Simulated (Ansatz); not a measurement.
Ansatz (a quantum-chemistry and plane-wave program) input:

Ansatz 0.2 input:
```yaml
crystal:
  periodic: [false, false, false]
  atoms:
    - {symbol: Pb, position_ang: [-0.00000000, -0.00000000, -1.05929191]}
    - {symbol: I, position_ang: [0.00000000, 0.00000000, 1.63890446]}
basis:
  gaussian:
    orbitals: def2-TZVP
hamiltonian:
  xc: b3lyp
  dispersion: d3bj
total_charge: 1
phonons: {temperatures: {t_min: 298.15, t_max: 298.15, t_step: 100}}
```

**Question.** Which total energy does the run end on?

**Answer.** -490.55061 Eh (B3LYP-D3(BJ)/def2-TZVP). The basis has 100 functions. The run takes very roughly 20 core-seconds.
